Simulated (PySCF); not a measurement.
Species: AsP3OOO nortricyclane, AsO3P3.
Z-matrix (Å and degrees, PBE0-D3(BJ)/def2-SVP geometry), rows numbered from 1:
```
As
O   1  1.7997
P   2  1.6741  1  117.22
P   3  2.2833  2   95.43  1    30.18
O   4  1.6742  3   95.39  2    -0.03
P   3  2.2833  2   95.43  1   -30.18
O   6  1.6735  3   95.42  4   -93.10
```

Theory: PySCF, delta-SCF UKS SCAN, pcX-2 on the ionised atom, pcseg-1 elsewhere, spin-free X2C. Vertical ΔSCF values, vacuum level as zero.

One binding energy is withheld.

```tsv
atom(s)	bonded to	level	binding energy (eV)
O2/O5/O7	P and As	O 1s	538.51
P3/P4/P6	O and 2 P	P 1s	2150.93
P3/P4/P6	O and 2 P	P 2p3/2	?
```

Task: What is the P 2p3/2 binding energy of P3/P4/P6?

Result: 137.26 eV (phosphorus bonded to O and 2 P), with 2p1/2 at 138.16 eV.

Task: Which effective nuclear charge Zeff reproduces each element's mean 1s value in the hydrogen-like formula E = 13.606 eV × Zeff²?

Result: O (Z = 8): mean 538.5 eV, Zeff = 6.29, Z − Zeff = 1.71; P (Z = 15): mean 2150.9 eV, Zeff = 12.57, Z − Zeff = 2.43. Means run over the listed sites, weighted by atom count.

The first atom of each set that the bonding makes equivalent was ionised and stands for the set. Spin–orbit and ligand-field terms were added within each 2p shell after the spin-free SCF. 2p1/2 minus 2p3/2 (ligand field included): P 0.89 eV. No level of arsenic is listed. Isolated species at its PBE0-D3(BJ)/def2-SVP geometry (one conformer only).

Hardware: an Arm Neoverse V2 with one thread, no GPU, shared host with 32 logical CPUs at a one-minute load of 17. Cost: 16 s, 0.52 GiB resident at most.
